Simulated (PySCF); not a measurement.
SMILES CC(C)[NH][AlH2] (C3H10AlN), GFN2-xTB optimised geometry.

```
15

Al     0.90     0.94     0.00
H      0.18     2.30     0.00
H      2.44     0.94     0.00
N      0.00    -0.60     0.00
C     -0.40    -1.24     1.25
C      0.34    -0.54     2.38
C     -1.92    -1.15     1.47
H     -0.40    -1.11    -0.78
H     -0.12    -2.30     1.24
H      0.08    -0.95     3.35
H      1.42    -0.64     2.22
H      0.09     0.52     2.35
H     -2.20    -1.63     2.40
H     -2.22    -0.11     1.49
H     -2.44    -1.64     0.65
```

Density from PBE0/def2-TZVP (PySCF) at that geometry.

Minimum of the electron density along straight lines between bonded atoms, close to the bond critical point (lines longer than 1.1 times the sum of covalent radii, or with two minima, are not listed):

```json
[
 {"bond": "Al1–H2", "length / Å": "1.545", "ρ at the minimum / e bohr⁻³": "0.088", "∇²ρ there / e bohr⁻⁵": "0.24", "position (fraction from the first atom)": "0.51"},
 {"bond": "Al1–H3", "length / Å": "1.543", "ρ at the minimum / e bohr⁻³": "0.088", "∇²ρ there / e bohr⁻⁵": "0.25", "position (fraction from the first atom)": "0.51"},
 {"bond": "Al1–N4", "length / Å": "1.783", "ρ at the minimum / e bohr⁻³": "0.101", "∇²ρ there / e bohr⁻⁵": "0.58", "position (fraction from the first atom)": "0.42"},
 {"bond": "N4–C5", "length / Å": "1.462", "ρ at the minimum / e bohr⁻³": "0.265", "∇²ρ there / e bohr⁻⁵": "-0.66", "position (fraction from the first atom)": "0.59"},
 {"bond": "C5–C6", "length / Å": "1.520", "ρ at the minimum / e bohr⁻³": "0.253", "∇²ρ there / e bohr⁻⁵": "-0.65", "position (fraction from the first atom)": "0.50"},
 {"bond": "C5–C7", "length / Å": "1.530", "ρ at the minimum / e bohr⁻³": "0.249", "∇²ρ there / e bohr⁻⁵": "-0.62", "position (fraction from the first atom)": "0.50"},
 {"bond": "N4–H8", "length / Å": "1.015", "ρ at the minimum / e bohr⁻³": "0.331", "∇²ρ there / e bohr⁻⁵": "-1.55", "position (fraction from the first atom)": "0.73"},
 {"bond": "C5–H9", "length / Å": "1.101", "ρ at the minimum / e bohr⁻³": "0.279", "∇²ρ there / e bohr⁻⁵": "-0.97", "position (fraction from the first atom)": "0.64"},
 {"bond": "C6–H10", "length / Å": "1.087", "ρ at the minimum / e bohr⁻³": "0.279", "∇²ρ there / e bohr⁻⁵": "-0.96", "position (fraction from the first atom)": "0.64"},
 {"bond": "C6–H11", "length / Å": "1.091", "ρ at the minimum / e bohr⁻³": "0.278", "∇²ρ there / e bohr⁻⁵": "-0.95", "position (fraction from the first atom)": "0.64"},
 {"bond": "C6–H12", "length / Å": "1.095", "ρ at the minimum / e bohr⁻³": "0.272", "∇²ρ there / e bohr⁻⁵": "-0.91", "position (fraction from the first atom)": "0.63"},
 {"bond": "C7–H13", "length / Å": "1.088", "ρ at the minimum / e bohr⁻³": "0.278", "∇²ρ there / e bohr⁻⁵": "-0.95", "position (fraction from the first atom)": "0.64"},
 {"bond": "C7–H14", "length / Å": "1.088", "ρ at the minimum / e bohr⁻³": "0.279", "∇²ρ there / e bohr⁻⁵": "-0.96", "position (fraction from the first atom)": "0.64"},
 {"bond": "C7–H15", "length / Å": "1.088", "ρ at the minimum / e bohr⁻³": "0.278", "∇²ρ there / e bohr⁻⁵": "-0.95", "position (fraction from the first atom)": "0.64"}
]
```
